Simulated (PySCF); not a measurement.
## `Cl[Si](Cl)(Cl)Cl`: ΔSCF against reference XPS values

What was measured (core binding energies): Cl 2p3/2 of Cl1/Cl3/Cl4/Cl5 206.77 eV [1]; Si 1s of Si2 1850.60 eV [2]; Si 1s of Si2 1850.60 eV [3]. Sources and the comparison follow the method.

Compound: SiCl₄.
Cartesian coordinates in Å at the PBE0-D3(BJ)/def2-TZVP level; atoms count from 1:
```xyz
5
SiCl4 angstrom
Cl     1.6915    0.6695   -0.8982
Si     0.0064   -0.0055   -0.0088
Cl     0.1869    0.1717    1.9968
Cl    -1.5745    1.0847   -0.6405
Cl    -0.2787   -1.9479   -0.4909
```

Method: delta-SCF UKS SCAN, pcX-3 on the ionised atom, pcseg-2 elsewhere, spin-free X2C (PySCF 2.14.0). Binding energies are ΔSCF values: E(core-ionised, relaxed orbitals) − E(ground state) at a fixed geometry, referred to the vacuum level.

```tsv
atom	environment	level	this calculation (eV)	reference (eV)	difference (eV)	source
Cl1/Cl3/Cl4/Cl5	silicon-bound chlorine	Cl 2p3/2	206.81	206.77	+0.04	[1]
Si2	chlorine-bound silicon	Si 1s	1850.37	1850.60	-0.23	[2]
Si2	chlorine-bound silicon	Si 1s	1850.37	1850.60	-0.23	[3]
Si2	chlorine-bound silicon	Si 1s	1850.37	1850.70	-0.33	[4]
```

[1] measured, gas; Jolly, Perry, The calculation of atomic charges by an electronegativity equalization procedure, LBL-2565 (Inorg. Chem. 1974, 13, 2686) Note: scanned preprint of 1974; its energy scale lies about 0.1-0.2 eV below the 1984 compilation (compare Si(CH3)4 105.82 with 105.96).
[2] measured, gas; Cunha, Hait, Kang, Mao, Head-Gordon, J. Phys. Chem. Lett. 2022, 13, 3438 (arXiv:2111.08405)
[3] measured, gas; Zheng, Zhang, Jin, Southworth, Cheng, Phys. Chem. Chem. Phys. 2022, 24, 13587
[4] computed, SFX2C-1e-ΔCCSD(T)/cc-pCVTZ-unc* + high-level relativistic corrections, gas; Zheng, Zhang, Jin, Southworth, Cheng, Phys. Chem. Chem. Phys. 2022, 24, 13587

Question: How far is it from the measured entries?

Answer: Over the 2 different measured values (2 distinct lines) the mean signed difference is -0.10 eV, the mean unsigned one 0.14 eV and the largest 0.23 eV; the computed references in the table aren't counted. The calculation is vertical and has no vibrational structure, and measured positions depend on the energy calibration.

Question: What does the calculation give for the levels without a reference value here?

Answer: Cl1/Cl3/Cl4/Cl5 Cl 1s 2829.48 eV; Si2 Si 2p3/2 110.03 eV.

Atoms equivalent by their bonding share one computed value, that of the first of them. The 2p values add to the ΔSCF energy of one spin-free hole a correction within the shell (spin–orbit coupling, ligand field). 2p1/2 minus 2p3/2 (ligand field included): Cl 1.66 eV, Si 0.63 eV. Isolated species at its PBE0-D3(BJ)/def2-TZVP geometry, gas phase.

On 2 threads, Intel Xeon at 2.50 GHz (x86_64), no GPU, shared host, this took 52 s wall, 1.7 min CPU and 0.96 GiB of memory at its peak.
